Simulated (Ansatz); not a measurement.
Born–Oppenheimer molecular dynamics of a periodic cell of 20 atoms, HF (contents 10 HF, density as packed 0.75 g/cm³ with natural masses). It goes on from the last frame of an earlier run, with new velocities.

Level of theory: DFT PBE, scalar-relativistic, plane waves, PAW (Ansatz). Settings: accuracy low, cutoff 420 eV, k mesh 1x1x1, fermi-dirac smearing 0.02 eV, no spin polarisation.

```
ensemble        : NVT, Nosé–Hoover chain
time step       : 0.5 fs
steps asked     : 400
set temperature : 1000 K
thermostat      : time constant 100 fs, chain length 3
seed            : 12541
```

Frames 10 fs apart, positions in Å.

Velocities at 25.0 fs (Å/ps):

```
F 6.11 -0.50 10.41
H 63.51 59.64 -30.25
F -2.26 -6.38 7.40
H 38.62 -42.68 -9.84
F -4.78 2.20 -14.47
H 17.30 -4.61 10.73
F -11.95 5.21 0.32
H 1.37 -29.85 24.96
F 14.06 -11.38 -3.08
H 7.54 22.17 11.49
F -3.52 7.04 -3.40
H 11.15 0.62 30.76
F 3.50 -0.59 0.55
H -6.96 -15.72 17.12
F -0.89 5.20 8.72
H -23.25 -6.72 9.08
F -4.22 -0.13 -4.61
H 21.08 -12.38 34.59
F -2.60 2.14 -4.40
H -6.69 -23.35 -50.23
```

```xyz
20
Lattice="7.6174 0.0000 0.0000 0.0000 7.6174 0.0000 0.0000 0.0000 7.6174" Properties=species:S:1:pos:R:3 time_fs=25.0 energy_less_start_eV=0.108 T=965
F 0.521 1.041 6.047
H -0.463 0.823 6.006
F 1.517 1.786 2.189
H 1.772 2.757 2.142
F 2.663 4.336 1.795
H 3.277 4.339 1.064
F 4.793 4.435 4.620
H 4.038 4.045 4.789
F 5.781 4.495 0.303
H 6.300 5.139 -0.225
F 0.721 6.351 4.207
H 0.171 6.974 4.554
F 7.644 -0.106 0.646
H 8.127 0.545 1.048
F 4.634 8.215 3.590
H 4.469 7.289 3.412
F 6.340 -0.905 5.695
H 5.749 -1.353 5.002
F 2.224 2.842 6.412
H 1.431 2.428 6.106
20
Lattice="7.6174 0.0000 0.0000 0.0000 7.6174 0.0000 0.0000 0.0000 7.6174" Properties=species:S:1:pos:R:3 time_fs=35.0 energy_less_start_eV=-0.240 T=1102
F 0.597 1.045 6.136
H -0.228 1.320 5.808
F 1.494 1.722 2.264
H 2.141 2.383 1.962
F 2.617 4.353 1.649
H 3.437 4.283 1.184
F 4.669 4.484 4.625
H 4.130 3.880 5.030
F 5.925 4.388 0.265
H 6.283 5.278 0.038
F 0.696 6.419 4.164
H 0.343 6.893 4.881
F 7.675 -0.117 0.660
H 8.110 0.430 1.242
F 4.626 8.256 3.677
H 4.170 7.431 3.465
F 6.294 -0.901 5.662
H 5.818 -1.652 5.248
F 2.193 2.869 6.357
H 1.660 2.242 5.840
20
Lattice="7.6174 0.0000 0.0000 0.0000 7.6174 0.0000 0.0000 0.0000 7.6174" Properties=species:S:1:pos:R:3 time_fs=45.0 energy_less_start_eV=0.167 T=940
F 0.653 1.057 6.184
H 0.101 1.619 5.854
F 1.484 1.660 2.336
H 2.134 2.023 1.805
F 2.585 4.354 1.501
H 3.500 4.313 1.339
F 4.543 4.531 4.637
H 4.247 3.883 5.288
F 6.065 4.300 0.221
H 6.284 5.212 0.429
F 0.686 6.492 4.117
H 0.545 6.573 5.055
F 7.702 -0.134 0.695
H 8.106 0.299 1.418
F 4.613 8.291 3.761
H 3.875 7.743 3.539
F 6.224 -0.918 5.642
H 5.945 -1.783 5.506
F 2.188 2.917 6.286
H 1.949 1.998 5.990
20
Lattice="7.6174 0.0000 0.0000 0.0000 7.6174 0.0000 0.0000 0.0000 7.6174" Properties=species:S:1:pos:R:3 time_fs=55.0 energy_less_start_eV=0.641 T=755
F 0.705 1.065 6.207
H 0.302 1.771 5.939
F 1.480 1.587 2.403
H 1.925 1.924 1.719
F 2.566 4.345 1.352
H 3.477 4.409 1.496
F 4.424 4.575 4.661
H 4.192 3.954 5.435
F 6.199 4.232 0.181
H 6.417 4.921 0.747
F 0.697 6.562 4.069
H 0.537 6.331 4.996
F 7.725 -0.163 0.750
H 8.070 0.191 1.579
F 4.586 8.325 3.840
H 3.703 8.115 3.704
F 6.148 -0.952 5.641
H 5.883 -1.772 5.551
F 2.217 2.976 6.203
H 2.117 2.014 6.419
20
Lattice="7.6174 0.0000 0.0000 0.0000 7.6174 0.0000 0.0000 0.0000 7.6174" Properties=species:S:1:pos:R:3 time_fs=65.0 energy_less_start_eV=0.133 T=965
F 0.759 1.068 6.224
H 0.366 1.869 5.941
F 1.482 1.505 2.466
H 1.625 2.059 1.761
F 2.556 4.328 1.204
H 3.338 4.529 1.673
F 4.317 4.617 4.701
H 3.874 4.001 5.413
F 6.327 4.172 0.150
H 6.685 4.596 0.851
F 0.725 6.624 4.017
H 0.276 6.358 4.835
F 7.745 -0.204 0.824
H 7.996 0.097 1.724
F 4.544 8.362 3.913
H 3.643 8.491 3.904
F 6.078 -0.999 5.653
H 5.564 -1.683 5.437
F 2.275 3.041 6.125
H 2.078 2.236 6.631
20
Lattice="7.6174 0.0000 0.0000 0.0000 7.6174 0.0000 0.0000 0.0000 7.6174" Properties=species:S:1:pos:R:3 time_fs=75.0 energy_less_start_eV=-0.102 T=1069
F 0.818 1.080 6.244
H 0.218 1.781 5.801
F 1.489 1.429 2.524
H 1.315 2.234 2.029
F 2.552 4.304 1.062
H 3.032 4.653 1.802
F 4.212 4.655 4.756
H 3.477 4.130 5.248
F 6.455 4.109 0.125
H 7.014 4.405 0.792
F 0.753 6.674 3.971
H -0.080 6.697 4.464
F 7.759 -0.255 0.913
H 7.961 -0.028 1.839
F 4.490 8.405 3.985
H 3.655 8.810 4.055
F 6.010 -1.066 5.663
H 5.237 -1.414 5.315
F 2.352 3.123 6.049
H 2.046 2.353 6.523
20
Lattice="7.6174 0.0000 0.0000 0.0000 7.6174 0.0000 0.0000 0.0000 7.6174" Properties=species:S:1:pos:R:3 time_fs=85.0 energy_less_start_eV=0.316 T=911
F 0.879 1.115 6.262
H -0.013 1.386 5.736
F 1.500 1.371 2.585
H 1.113 2.268 2.365
F 2.547 4.277 0.938
H 2.650 4.773 1.744
F 4.096 4.691 4.807
H 3.262 4.319 5.193
F 6.587 4.037 0.106
H 7.340 4.432 0.570
F 0.753 6.723 3.931
H -0.128 6.971 4.073
F 7.767 -0.316 1.012
H 8.056 -0.173 1.901
F 4.430 8.452 4.058
H 3.682 9.047 4.125
F 5.945 -1.136 5.659
H 5.045 -1.187 5.291
F 2.433 3.212 5.972
H 2.014 2.376 6.165
20
Lattice="7.6174 0.0000 0.0000 0.0000 7.6174 0.0000 0.0000 0.0000 7.6174" Properties=species:S:1:pos:R:3 time_fs=95.0 energy_less_start_eV=0.474 T=859
F 0.936 1.168 6.265
H -0.056 0.842 6.010
F 1.513 1.332 2.657
H 1.000 2.179 2.541
F 2.532 4.251 0.832
H 2.384 4.901 1.500
F 3.979 4.745 4.841
H 3.217 4.380 5.282
F 6.731 3.961 0.097
H 7.504 4.580 0.101
F 0.740 6.775 3.879
H -0.152 6.909 4.007
F 7.768 -0.392 1.117
H 8.280 -0.257 1.870
F 4.369 8.500 4.134
H 3.742 9.233 4.118
F 5.888 -1.190 5.643
H 4.905 -1.184 5.337
F 2.500 3.278 5.899
H 1.859 2.584 5.749
20
Lattice="7.6174 0.0000 0.0000 0.0000 7.6174 0.0000 0.0000 0.0000 7.6174" Properties=species:S:1:pos:R:3 time_fs=105.0 energy_less_start_eV=0.265 T=956
F 0.975 1.221 6.254
H 0.314 0.469 6.524
F 1.532 1.314 2.738
H 0.931 2.006 2.486
F 2.505 4.232 0.738
H 2.272 5.013 1.181
F 3.883 4.840 4.849
H 3.244 4.356 5.327
F 6.897 3.891 0.091
H 7.327 4.604 -0.403
F 0.712 6.822 3.827
H -0.143 6.596 4.087
F 7.771 -0.482 1.222
H 8.415 -0.188 1.796
F 4.308 8.550 4.212
H 3.854 9.362 4.063
F 5.842 -1.225 5.618
H 4.841 -1.518 5.381
F 2.527 3.295 5.840
H 1.689 2.914 5.607
20
Lattice="7.6174 0.0000 0.0000 0.0000 7.6174 0.0000 0.0000 0.0000 7.6174" Properties=species:S:1:pos:R:3 time_fs=115.0 energy_less_start_eV=0.288 T=962
F 0.998 1.253 6.251
H 0.895 0.570 6.941
F 1.552 1.317 2.811
H 0.972 1.810 2.342
F 2.472 4.221 0.652
H 2.211 5.074 0.875
F 3.824 4.985 4.829
H 3.264 4.388 5.300
F 7.075 3.834 0.071
H 6.872 4.438 -0.611
F 0.665 6.846 3.794
H -0.044 6.348 4.165
F 7.787 -0.576 1.310
H 8.310 -0.055 1.858
F 4.248 8.603 4.289
H 3.958 9.416 3.998
F 5.796 -1.258 5.588
H 5.080 -2.055 5.385
F 2.515 3.264 5.796
H 1.589 3.091 5.720
20
Lattice="7.6174 0.0000 0.0000 0.0000 7.6174 0.0000 0.0000 0.0000 7.6174" Properties=species:S:1:pos:R:3 time_fs=125.0 energy_less_start_eV=0.253 T=997
F 1.016 1.265 6.268
H 1.333 0.978 7.047
F 1.566 1.334 2.862
H 1.156 1.860 2.292
F 2.439 4.218 0.573
H 2.088 5.078 0.644
F 3.784 5.147 4.799
H 3.259 4.472 5.202
F 7.249 3.792 0.025
H 6.462 4.085 -0.322
F 0.613 6.846 3.787
H -0.077 6.355 4.277
F 7.819 -0.655 1.368
H 8.053 -0.267 2.194
F 4.194 8.659 4.366
H 3.967 9.418 3.923
F 5.772 -1.323 5.561
H 5.083 -2.107 5.225
F 2.490 3.215 5.753
H 1.609 3.010 6.054
```

Of the whole run (200 fs, mean temperature of the second half 1077 K): The conserved energy stayed within 1 meV per atom of its start (net change 0.58 meV per atom), so the integration is sound. A run of 0.2 ps of so small a system gives no equilibrium averages. Limits of this set-up: coarse k mesh, low accuracy level.

Run time: 13 min on 1 thread of Arm Neoverse V1, with other jobs on the host, peak memory 0.4 GiB.
